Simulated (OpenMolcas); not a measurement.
Levels of S4+ by method

```json
{"Program": "OpenMolcas", "Basis": "ANO-L-VQZP [6s5p3d2f]", "Scalar Hamiltonian": "non-relativistic, point nucleus", "Active space": "2 electrons in 4 orbitals (3s 3p)", "State averaging": "2S+1 = 3 even, 3 roots; 2S+1 = 1 even, 7 roots (6 in the spin-orbit step); 2S+1 = 3 odd, 3 roots; 2S+1 = 1 odd, 3 roots", "Spin-orbit coupling": "RASSI with atomic mean-field integrals over the reference wave functions, term energies averaged over their components"}
```

Methods on the same reference wave functions:
A. CASSCF
B. SS-CASPT2, IPEA 0.25 Eh, imaginary shift 0.1 Eh (closed shells correlated: 2s 2p)

Energies in cm⁻¹ above 3s² ¹S₀, the measured ground level; measured values from NIST levels in Podobedova, Kelleher and Wiese, J. Phys. Chem. Ref. Data 38, 171 (2009); Martin, Zalubas and Musgrove, J. Phys. Chem. Ref. Data 19, 821 (1990).

| Level | A | B | Measured |
| --- | --- | --- | --- |
| 3s² ¹S₀ | 0.0 | 0.0 | 0.0 |
| 3s 3p ³P°₀ | 81189 | 81214 | 83024 |
| 3s 3p ³P°₁ | 81518 | 81543 | 83394 |
| 3s 3p ³P°₂ | 82186 | 82212 | 84155 |
| 3s 3p ¹P°₁ | 139492 | 129018 | 127151 |
| 3p² ³P₀ | 198389 | 197903 | 199967 |

Deviations, from unrounded energies. A percentage is the sum of absolute deviations over the sum of measured energies, with the sign that they share, or ± where signs differ.

```csv
Against measurement,Levels,A,B
mean absolute deviation (cm-1),5,3900,1900
other configurations (%),5,±3.4,±1.7
```

B lies closest to measurement on these levels. The largest miss of B in the table is 3p² ³P₀, by -2100 cm-1. The ranking rests on the paired levels alone, and a cruder setting can come out closer through cancelling errors.

The lowest spin-free term lies below A's lowest term by 0.043 hartree in B.

Over all roots computed the reference weight is 0.93 to 1.00 in B; the roots of lowest weight are the least certain, and an intruder state may touch them. The ¹D term of p² mixes with s d, which this space lacks. Measured partners are found by configuration, term and J. A level has none where our copy of the source lacks it or the pairing is in doubt (some pairs that miss far off the trend of their configuration count as doubtful), and it then counts in no deviation. Levels of configurations outside the active space are missing. The table leaves out levels that lie high or whose names do not pair safely across all columns.

° marks odd parity.
